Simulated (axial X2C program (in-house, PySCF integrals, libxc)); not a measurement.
**Outer orbitals of CoSn at 2.431 Å, PBE0**

Computed with an axial X2C code built on PySCF integrals. Spin-free means the one-electron spin-free X2C Hamiltonian; two-component (2c) means X2C with spin–orbit coupling and atomic mean-field two-electron Coulomb and Gaunt terms, so the difference of the two also holds small scalar two-electron terms. Basis: Sn dyall-cv3z [11s12p9d4f1g], Co dyall-cv3z [9s10p6d3f2g] (cores contracted in-house); Gaussian nuclei, density fitting, unrestricted open shells. Masses: Sn 119.902 u, Co 58.933 u.

The distance is close to the 2c PBE0 minimum; the highest filled and lowest empty levels are listed.

Spin-free orbitals, state M_S = 1/2, Λ = 2 (beyond evenly filled blocks: δ+α, δ+β, δ-α) (Löwdin shares):

```csv
symmetry,occupied,ε (eV),atomic character
δ-β,yes,-27.99,100% Sn d
δ+β,yes,-27.98,100% Sn d
σβ,yes,-27.92,100% Sn d
π-β,yes,-27.91,100% Sn d
π+β,yes,-27.91,100% Sn d
δ+α,yes,-27.83,100% Sn d
δ-α,yes,-27.83,100% Sn d
σα,yes,-27.83,100% Sn d
π+α,yes,-27.79,100% Sn d
π-α,yes,-27.79,100% Sn d
σβ,yes,-12.43,"70% Sn s, 12% Co p, 11% Co s"
σα,yes,-11.26,"62% Sn s, 18% Co d, 11% Co s"
π+α,yes,-10.04,99% Co d
π-α,yes,-10.04,99% Co d
δ-α,yes,-9.75,100% Co d
δ+α,yes,-9.75,100% Co d
σα,yes,-8.90,"82% Co d, 11% Sn s, 3% Co s"
σβ,yes,-7.55,"87% Co d, 7% Sn p, 4% Sn s"
δ+β,yes,-7.31,100% Co d
σβ,yes,-5.95,"54% Sn p, 34% Co s, 5% Co d"
σα,yes,-5.85,"48% Co s, 39% Sn p, 5% Sn s"
π+β,yes,-5.45,"48% Sn p, 43% Co d, 7% Co p"
π-β,yes,-5.22,"67% Sn p, 22% Co d, 9% Co p"
π+β,no,-2.45,"56% Co d, 34% Sn p, 8% Co p"
π-α,no,-2.21,"72% Sn p, 26% Co p, 2% Co d"
π+α,no,-2.21,"72% Sn p, 26% Co p, 2% Co d"
σα,no,-1.95,"43% Co p, 36% Sn p, 17% Co s"
```

Spinors with spin–orbit coupling (state Ω = 5/2):

```json
{"ω": "-5/2", "occupied": "yes", "ε (eV)": "-27.56", "atomic character": "100% Sn d", "λ mixture": "100% δ"}
{"ω": "-3/2", "occupied": "yes", "ε (eV)": "-27.47", "atomic character": "100% Sn d", "λ mixture": "77% π, 23% δ"}
{"ω": "-1/2", "occupied": "yes", "ε (eV)": "-27.45", "atomic character": "100% Sn d", "λ mixture": "53% σ, 47% π"}
{"ω": "1/2", "occupied": "yes", "ε (eV)": "-27.44", "atomic character": "100% Sn d", "λ mixture": "64% σ, 36% π"}
{"ω": "5/2", "occupied": "yes", "ε (eV)": "-27.41", "atomic character": "100% Sn d", "λ mixture": "100% δ"}
{"ω": "3/2", "occupied": "yes", "ε (eV)": "-27.40", "atomic character": "100% Sn d", "λ mixture": "85% π, 15% δ"}
{"ω": "-1/2", "occupied": "yes", "ε (eV)": "-12.42", "atomic character": "70% Sn s, 12% Co p, 11% Co s", "λ mixture": "100% σ"}
{"ω": "1/2", "occupied": "yes", "ε (eV)": "-11.26", "atomic character": "61% Sn s, 19% Co d, 11% Co s", "λ mixture": "100% σ"}
{"ω": "-1/2", "occupied": "yes", "ε (eV)": "-10.20", "atomic character": "99% Co d", "λ mixture": "100% π"}
{"ω": "3/2", "occupied": "yes", "ε (eV)": "-10.13", "atomic character": "99% Co d", "λ mixture": "100% π"}
{"ω": "-3/2", "occupied": "yes", "ε (eV)": "-9.92", "atomic character": "100% Co d", "λ mixture": "100% δ"}
{"ω": "5/2", "occupied": "yes", "ε (eV)": "-9.78", "atomic character": "100% Co d", "λ mixture": "100% δ"}
{"ω": "1/2", "occupied": "yes", "ε (eV)": "-9.00", "atomic character": "81% Co d, 12% Sn s, 3% Co s", "λ mixture": "100% σ"}
{"ω": "-1/2", "occupied": "yes", "ε (eV)": "-7.65", "atomic character": "87% Co d, 6% Sn p, 4% Sn s", "λ mixture": "100% σ"}
{"ω": "3/2", "occupied": "yes", "ε (eV)": "-7.45", "atomic character": "100% Co d", "λ mixture": "100% δ"}
{"ω": "-1/2", "occupied": "yes", "ε (eV)": "-5.98", "atomic character": "54% Sn p, 34% Co s, 5% Co d", "λ mixture": "100% σ"}
{"ω": "1/2", "occupied": "yes", "ε (eV)": "-5.90", "atomic character": "46% Co s, 41% Sn p, 5% Sn s", "λ mixture": "96% σ, 4% π"}
{"ω": "1/2", "occupied": "yes", "ε (eV)": "-5.43", "atomic character": "58% Sn p, 29% Co d, 9% Co p", "λ mixture": "95% π, 5% σ"}
{"ω": "-3/2", "occupied": "yes", "ε (eV)": "-5.20", "atomic character": "56% Sn p, 34% Co d, 8% Co p", "λ mixture": "100% π"}
{"ω": "-1/2", "occupied": "no", "ε (eV)": "-2.32", "atomic character": "72% Sn p, 24% Co p, 2% Co d", "λ mixture": "97% π, 3% σ"}
{"ω": "1/2", "occupied": "no", "ε (eV)": "-2.22", "atomic character": "69% Co d, 22% Sn p, 6% Co p", "λ mixture": "99% π, 1% σ"}
{"ω": "3/2", "occupied": "no", "ε (eV)": "-2.10", "atomic character": "70% Sn p, 28% Co p", "λ mixture": "100% π"}
{"ω": "-3/2", "occupied": "no", "ε (eV)": "-2.09", "atomic character": "64% Co d, 26% Sn p, 8% Co p", "λ mixture": "100% π"}
```

(1) How does the gap between the highest filled and lowest empty level change from the spin-free to the 2c table?

Mulliken charges and populations of the two-component result (they depend on the basis, above all on diffuse functions):

Sn -0.10 e (s 9.92 p 20.13 d 20.04 f 0.01), Co 0.10 e (s 7.20 p 12.18 d 7.52). ⟨Lz⟩ = 1.99 ħ and ⟨Sz⟩ = 0.51 ħ (-0.77 and 1.28 on the two atoms), which add up to Ω.

One determinant describes the state; a PBE0 search over occupations chose it and may have missed a lower one. Density functionals use the spin component along the axis (collinear). Other states lie close and PBE0, whose exact exchange favours high spin, may order them wrongly; the determinant shown need not be the ground state. The nearest other spin-free determinant of the search, M_S = 1/2, Λ = 3, lies 0.18 eV up at the distance of the search. Without a current term, density functionals place determinants with orbital angular momentum somewhat too high. The determinant is spin-polarised beyond a pure state at some levels (its spin-free form has ⟨S²⟩ too high), which makes Re and μ there less reliable.

Results:

(1) From 2.77 to 2.88 eV at PBE0, a change of 0.11 eV.
